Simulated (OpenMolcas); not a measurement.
**Mn4+: input and output**

Mn4+ among 5 point charges of -2.5 e arranged as a trigonal bipyramid (D3h), 2.12 Å from the ion, with the axial distance 2.268 Å.

Input:

```
&GATEWAY
Coord
1

Mn 0.0 0.0 0.0
Basis=ANO-RCC-VTZP
Group=NoSym
NoMove
AngMom=0.0 0.0 0.0
AMFI
XField
5 Angstrom 0
2.120000 0.000000 0.000000 -2.500000
-1.060000 1.835974 0.000000 -2.500000
-1.060000 -1.835974 0.000000 -2.500000
0.000000 0.000000 2.268400 -2.500000
0.000000 0.000000 -2.268400 -2.500000
&SEWARD
* reference wave functions (RASSCF and RASSI steps not shown): 3 electrons in 5 orbitals (3d)
>>> COPY JOB001 $Project.JobIph
&CASPT2
Multistate=10 1 2 3 4 5 6 7 8 9 10
NoMult
Frozen=5
IPEA=0.25
Imaginary=0.1
MaxIter=60
WThr=0.0 0.3 0.05
PrWF=0.5
NoMix
>>> COPY JOB002 $Project.JobIph
&CASPT2
Multistate=40 1 2 3 4 5 6 7 8 9 10 11 12 13 14 15 16 17 18 19 20 21 22
23 24 25 26 27 28 29 30 31 32 33 34 35 36 37 38 39 40
NoMult
Frozen=5
IPEA=0.25
Imaginary=0.1
MaxIter=60
WThr=0.0 0.3 0.05
PrWF=0.5
NoMix
```

Output, cut to the results:

```
--- CASPT2 ---
Orbital specifications:
      -----------------------

      Symmetry species                           1
                                                 a
      Frozen orbitals                            5
      Inactive orbitals                          4
      Active orbitals                            5
      Secondary orbitals                        45
      Deleted orbitals                           0
      Number of basis functions                 59
Type of calculation                        SS-CASPT2
      Fock operator                              state-specific
      IPEA shift                                 0.25
      Real shift                                 0.00
      Imaginary shift                            0.10
      The input orbitals will be transformed to quasi-canonical
Reference energy:       -1165.7210414506
      E2 (Non-variational):      -0.3238868435
      Shift correction:          -0.0000543379
      E2 (Variational):          -0.3239411814
      Total energy:           -1166.0449826321
      Residual norm:              0.0000003066
      Reference weight:           0.96284
      Contributions to the CASPT2 correlation energy
      Active & Virtual Only:         -0.0189079359
      One Inactive Excited:          -0.1487790950
      Two Inactive Excited:          -0.1561998126
Reference energy:       -1165.7210414496
      E2 (Non-variational):      -0.3245764415
      Shift correction:          -0.0000549373
      E2 (Variational):          -0.3246313789
      Total energy:           -1166.0456728285
      Residual norm:              0.0000003325
      Reference weight:           0.96264
      Contributions to the CASPT2 correlation energy
      Active & Virtual Only:         -0.0190718753
      One Inactive Excited:          -0.1492802667
      Two Inactive Excited:          -0.1562242995
::    CASPT2 Root  1     Total energy:  -1166.04498263
::    CASPT2 Root  2     Total energy:  -1166.04567283
::    CASPT2 Root  3     Total energy:  -1166.04336063
::    CASPT2 Root  4     Total energy:  -1166.04336049
::    CASPT2 Root  5     Total energy:  -1166.04083651
::    CASPT2 Root  6     Total energy:  -1166.04082951
::    CASPT2 Root  7     Total energy:  -1166.03857151
::    CASPT2 Root  8     Total energy:  -1165.96824447
::    CASPT2 Root  9     Total energy:  -1165.96824433
::    CASPT2 Root 10     Total energy:  -1165.96442496
--- CASPT2 ---
Orbital specifications:
      -----------------------

      Symmetry species                           1
                                                 a
      Frozen orbitals                            5
      Inactive orbitals                          4
      Active orbitals                            5
      Secondary orbitals                        45
      Deleted orbitals                           0
      Number of basis functions                 59
Type of calculation                        SS-CASPT2
      Fock operator                              state-specific
      IPEA shift                                 0.25
      Real shift                                 0.00
      Imaginary shift                            0.10
      The input orbitals will be transformed to quasi-canonical
Reference energy:       -1165.6252738545
      E2 (Non-variational):      -0.3395237352
      Shift correction:          -0.0000650930
      E2 (Variational):          -0.3395888282
      Total energy:           -1165.9648626827
      Residual norm:              0.0000005014
      Reference weight:           0.95932
      Contributions to the CASPT2 correlation energy
      Active & Virtual Only:         -0.0254860088
      One Inactive Excited:          -0.1547460249
      Two Inactive Excited:          -0.1592917015
Reference energy:       -1165.6252738545
      E2 (Non-variational):      -0.3394297895
      Shift correction:          -0.0000649709
      E2 (Variational):          -0.3394947604
      Total energy:           -1165.9647686149
      Residual norm:              0.0000005009
      Reference weight:           0.95935
      Contributions to the CASPT2 correlation energy
      Active & Virtual Only:         -0.0254853702
      One Inactive Excited:          -0.1547258138
      Two Inactive Excited:          -0.1592186054
::    CASPT2 Root  1     Total energy:  -1165.96486268
::    CASPT2 Root  2     Total energy:  -1165.96476861
::    CASPT2 Root  3     Total energy:  -1165.96372310
::    CASPT2 Root  4     Total energy:  -1165.96321040
::    CASPT2 Root  5     Total energy:  -1165.96321018
::    CASPT2 Root  6     Total energy:  -1165.96268706
::    CASPT2 Root  7     Total energy:  -1165.96266262
::    CASPT2 Root  8     Total energy:  -1165.96175693
::    CASPT2 Root  9     Total energy:  -1165.96172808
::    CASPT2 Root 10     Total energy:  -1165.93815267
::    CASPT2 Root 11     Total energy:  -1165.93252260
::    CASPT2 Root 12     Total energy:  -1165.93252264
::    CASPT2 Root 13     Total energy:  -1165.93578535
::    CASPT2 Root 14     Total energy:  -1165.93578879
::    CASPT2 Root 15     Total energy:  -1165.93092724
::    CASPT2 Root 16     Total energy:  -1165.93081160
::    CASPT2 Root 17     Total energy:  -1165.92822652
::    CASPT2 Root 18     Total energy:  -1165.92800002
::    CASPT2 Root 19     Total energy:  -1165.92867137
::    CASPT2 Root 20     Total energy:  -1165.92866434
::    CASPT2 Root 21     Total energy:  -1165.93412564
::    CASPT2 Root 22     Total energy:  -1165.93412549
::    CASPT2 Root 23     Total energy:  -1165.93027086
::    CASPT2 Root 24     Total energy:  -1165.93022985
::    CASPT2 Root 25     Total energy:  -1165.93023050
::    CASPT2 Root 26     Total energy:  -1165.93192559
::    CASPT2 Root 27     Total energy:  -1165.92485782
::    CASPT2 Root 28     Total energy:  -1165.92486872
::    CASPT2 Root 29     Total energy:  -1165.85891993
::    CASPT2 Root 30     Total energy:  -1165.85903584
```

Spin-orbit levels above the lowest (labels of D3, the rotations of D3h), with the averaged single-state CASPT2 energies on the diagonal:

| E (cm-1) | Degeneracy | Label | 2S+1 | g |
| --- | --- | --- | --- | --- |
| 0 | 2 | E1/2 | 4 | 0.46 0.46 1.57 |
| 130 | 2 | E3/2 | 4 | 0.00 0.00 2.19 |
| 450 | 2 | E1/2 | 4 | 0.00 0.00 6.12 |
| 660 | 2 | E1/2 | 4 | 2.76 2.76 3.12 |
| 940 | 2 | E1/2 | 4 | 0.00 0.00 9.80 |
| 960 | 2 | E3/2 | 4 | 0.00 0.00 1.47 |
| 1040 | 2 | E1/2 | 4 | 0.55 4.34 4.34 |
| 1280 | 2 | E3/2 | 4 | 0.00 0.00 2.64 |
| 1330 | 2 | E1/2 | 4 | 0.00 0.00 6.38 |
| 1640 | 2 | E1/2 | 4 | 0.02 0.02 5.50 |
| 1920 | 2 | E1/2 | 4 | 0.02 0.02 8.20 |
| 2230 | 2 | E3/2 | 4 | 0.00 0.00 12.00 |
| 2270 | 2 | E3/2 | 4 | 0.00 0.00 5.69 |
| 2390 | 2 | E1/2 | 4 | 1.90 6.04 6.04 |
| 17250 | 2 | E1/2 | 4 | 0.25 0.25 3.94 |
| 17370 | 2 | E1/2 | 4 | 0.10 0.78 0.78 |
| 17510 | 2 | E3/2 | 4 | 0.00 0.00 4.13 |
| 17750 | 2 | E1/2 | 4 | 0.00 0.00 8.00 |
| 17980 | 2 | E1/2 | 2 | 0.01 0.01 6.01 |
| 18280 | 2 | E1/2 | 2 | 1.23 3.03 3.03 |

Roots that are degenerate in the reference are averaged as groups; the widest CASPT2 spread within a group is 150 cm-1 (the 2-fold group of multiplicity 4 near 0 cm-1 above the lowest state of its run). Shifts and gaps below about the spread of the groups concerned are not significant. An orbital doublet at a regular site is open to a Jahn-Teller distortion, which this geometry leaves out. The ground term spreads over less than 5000 cm-1, several times less than with real ligands, so orbital moments are less quenched and χT lies further from the spin-only value than at real sites. Free-ion shares, where given, are those of the reference states; single-state CASPT2 does not remix them. This is an electrostatic model: the charges have no orbitals. No measured value stands beside these numbers.
